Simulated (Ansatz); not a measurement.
Geometry optimisation, RKS B3LYP/def2-SVP (Ansatz 0.2.0).

Input file:

```yaml
crystal:
  periodic: [false, false, false]
  atoms:
    - { symbol: B, position_ang: [0.020166, 0.338532, -0.037003] }
    - { symbol: F, position_ang: [-0.102337, 0.435279, 1.27811] }
    - { symbol: H, position_ang: [1.093868, 0.361963, -0.558017] }
    - { symbol: Cl, position_ang: [-1.455625, 0.397601, -1.002672] }
    - { symbol: O, position_ang: [-0.023832, -2.189024, 0.583275] }
    - { symbol: H, position_ang: [-0.914708, -2.446022, 0.303471] }
    - { symbol: H, position_ang: [-0.177931, -1.685029, 1.415734] }
basis:
  gaussian: { orbitals: def2-SVP }
hamiltonian:
  xc: b3lyp
relax:
  f_tol: 0.03
  max_steps: 50
output:
  orbitals: {}
```

Command:

```bash
$ ansatz run input.yaml --threads 1 --pin off --max-ram 2048MiB --backend cpu --events-out ev --progress --plain --runs-dir out
```

Task: Where does it end, and by what steps?

Result: The forces met the threshold. After 10 steps the energy has fallen by 0.272 eV; O5 moved furthest, 0.49 Å. Joined: B1–O5 (2.60 → 1.73 Å).

```json
{"step": "0", "energy less start (eV)": "0.0000", "largest force component (eV/Å)": "0.628", "accepted": "yes"}
{"step": "1", "energy less start (eV)": "0.0405", "largest force component (eV/Å)": "1.690", "accepted": "no"}
{"step": "2", "energy less start (eV)": "-0.0371", "largest force component (eV/Å)": "0.624", "accepted": "yes"}
{"step": "3", "energy less start (eV)": "-0.0705", "largest force component (eV/Å)": "0.824", "accepted": "yes"}
{"step": "4", "energy less start (eV)": "-0.1199", "largest force component (eV/Å)": "1.481", "accepted": "yes"}
{"step": "5", "energy less start (eV)": "-0.1868", "largest force component (eV/Å)": "1.465", "accepted": "yes"}
{"step": "6", "energy less start (eV)": "-0.2462", "largest force component (eV/Å)": "0.706", "accepted": "yes"}
{"step": "7", "energy less start (eV)": "-0.2660", "largest force component (eV/Å)": "0.260", "accepted": "yes"}
{"step": "8", "energy less start (eV)": "-0.2712", "largest force component (eV/Å)": "0.089", "accepted": "yes"}
{"step": "9", "energy less start (eV)": "-0.2709", "largest force component (eV/Å)": "0.099", "accepted": "no"}
{"step": "10", "energy less start (eV)": "-0.2725", "largest force component (eV/Å)": "0.029", "accepted": "yes"}
```

```xyz
7
Properties=species:S:1:pos:R:3
B 0.012 -0.030 0.087
F -0.122 0.514 1.325
H 1.064 0.117 -0.479
Cl -1.493 0.115 -0.972
O -0.040 -1.714 0.462
H -0.909 -2.007 0.129
H -0.073 -1.783 1.432
```

Whether the end is a true minimum wasn't checked by a vibrational analysis.

The run took 37 s on 1 thread of Arm Neoverse V1 (shared host), peak memory 0.16 GiB.
